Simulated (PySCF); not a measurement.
Isomers of C6H4N2, mass 104.037 u with the commonest isotopes. Method used: PBE0/pcSseg-1 in PySCF (dipole) on a GFN2-xTB geometry, gas phase. One conformer each, none proved a minimum here; rigid rotors.

**Question.** Order these by dipole moment, smallest first.
A. `N#Cc1cccnc1`
B. `N#Cc1ccncc1`
C. `N#Cc1ccccn1`
D. `C=C1CC1(C#N)C#N`

**Answer.** B (2.00 D), A (3.92 D), D (5.08 D), C (5.75 D).

**Question.** Order these by rotational constant C, largest first.
A. `C=C1CC1(C#N)C#N`
B. `N#Cc1ccncc1`
C. `c1(ncccc1)C#N`

**Answer.** A (1427 MHz), C (1274 MHz), B (1247 MHz).

**Question.** Order these by rotational constant A, smallest first.
A. `C=C1CC1(C#N)C#N`
B. `N#CC1=CC=CC=N1`
C. `N#Cc1ccncc1`

**Answer.** A (2347 MHz), B (5924 MHz), C (6065 MHz).

```tsv
SMILES	point group	Ia (u·Å²)	Ib (u·Å²)	Ic (u·Å²)	κ	μa (D)	μb (D)	μc (D)
N#Cc1ccncc1	C2v	83.32	321.82	405.15	-0.87	2.00	0.00	0.00
C=C1CC1(C#N)C#N	Cs	215.37	232.72	354.20	0.62	4.84	0.01	1.55
N#Cc1ccccn1	Cs	85.31	311.34	396.65	-0.85	5.42	1.93	0.00
N#Cc1cccnc1	Cs	85.47	316.61	402.07	-0.85	3.35	2.03	0.00
```
